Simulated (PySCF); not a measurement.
Computed shifts of a molecule C₂H₆N₂OSi, PySCF with PBE/pcSseg-1, GIAO, gas phase, equivalent atoms averaged, in ppm (number of nuclei): ¹³C: 122.6 (1), 1.6 (1). ²⁹Si: -39.6 (1). ¹⁵N: 65.1 (1), 37.7 (1). ¹H: 5.19 (1), 1.19 (1), 0.96 (1), 0.57 (3). References: ¹³C against TMS (σ = 182.0 ppm); ²⁹Si against TMS (σ = 335.4 ppm); ¹⁵N against NH3 (σ = 267.0 ppm); ¹⁷O against H2O (σ = 334.3 ppm); ¹H against TMS (σ = 31.49 ppm), references at their B3LYP-D3(BJ)/def2-TZVP geometries, non-relativistic. The structure is a stationary point at B3LYP-D3(BJ)/def2-SVP. One conformer was computed; it need not be the lowest.

Identify the compound among the candidates.
(A) C[Si@@H](N)N=C=O
(B) N[Si@@H]1COC=N1
(C) N[Si@@H]1CN=CO1
(D) CN[Si@@H]1N=CO1

A, C[Si@@H](N)N=C=O
